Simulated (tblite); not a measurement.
Run record: tight-binding relaxation, `CC(C)(C)[B-]([NH3+])(Cl)Cl`.

Computed with GFN2-xTB geometry optimisation, gas phase (tblite 0.8.0). Start geometry: from a force field or distance geometry. The input is one job of a driver script: a line of settings, then coordinates in Å.

Command:
```bash
OMP_NUM_THREADS=1 python probes_run.py task.json out
```

Input:
```
{"job": {"kind": "relax", "xc": "GFN2-xTB", "basis": "xTB"}, "charge": 0, "multiplicity": 1}
C     -1.092000    -0.956100     0.753900
C     -0.432000     0.151300    -0.106400
C     -1.349100     0.471100    -1.283700
C     -0.288500     1.424900     0.763500
B      1.054800    -0.359400    -0.648000
N      2.022200    -0.699700     0.493200
Cl     0.880300    -1.869800    -1.736000
Cl     1.857400     0.965600    -1.707300
H     -2.112300    -0.635900     1.071600
H     -0.526600    -1.162900     1.683400
H     -1.211800    -1.900000     0.179900
H     -0.942200     1.285200    -1.914000
H     -2.358300     0.814600    -0.914400
H     -1.519000    -0.417800    -1.930800
H      0.205900     2.246100     0.213700
H      0.289900     1.216400     1.708600
H     -1.287500     1.787300     1.091300
H      1.651900    -1.483700     1.081100
H      2.206700     0.141000     1.098800
H      2.945200    -1.007500     0.098500
```

Output:
```
step      E/eV     max force
  0    -762.00226    2.133
  1    -762.19937    1.082
  2    -762.25083    0.513
  3    -762.26911    0.379
  4    -762.27974    0.219
  5    -762.28422    0.151
  6    -762.28940    0.176
  7    -762.29298    0.153
  8    -762.29537    0.114
  9    -762.29684    0.076
... (15 lines left out)
 25    -762.30148    0.028
 26    -762.30153    0.019
 27    -762.30156    0.010
 28    -762.30158    0.011
 29    -762.30160    0.022
 30    -762.30165    0.032
 31    -762.30170    0.031
 32    -762.30175    0.018
 33    -762.30178    0.010
 34    -762.30179    0.008
```

«max force» is the largest atomic force in eV/Å.

From which step on does the largest force stay under 0.1 eV/Å, and how much energy is left to gain from there?

From step 9 (0.076 eV/Å), 5.0 meV above the end.

Main results: energy lowered by 6.9 kcal/mol over 34 steps; largest atomic force 0.008 eV/Å at the end.

Give the final coordinates.

0.051 Å rms from the input after alignment:
```
atom  x, y, z in Å
C1    -1.0936   -0.9485    0.7418
C2    -0.4403    0.1524   -0.1085
C3    -1.3940    0.4873   -1.2662
C4    -0.2869    1.4113    0.7595
B5     1.0006   -0.3358   -0.7093
N6     2.0365   -0.7022    0.5080
Cl7    0.9295   -1.9126   -1.6576
Cl8    1.9168    0.9686   -1.6307
H9    -2.0976   -0.6479    1.0332
H10   -0.5272   -1.1410    1.6524
H11   -1.1644   -1.8733    0.1756
H12   -0.9787    1.2813   -1.8816
H13   -2.3595    0.8142   -0.8851
H14   -1.5483   -0.3864   -1.8945
H15    0.2260    2.1933    0.2062
H16    0.2744    1.2045    1.6701
H17   -1.2662    1.7846    1.0513
H18    1.6535   -1.4656    1.0639
H19    2.1968    0.1250    1.0812
H20    2.9172   -0.9983    0.0873
```

On one thread, Arm Neoverse N1 (aarch64), shared host with 64 logical CPUs at a one-minute load of 60, this took 0.49 s of wall time.
Labels such as C1 count atoms from 1, the log's own numbers from 0.
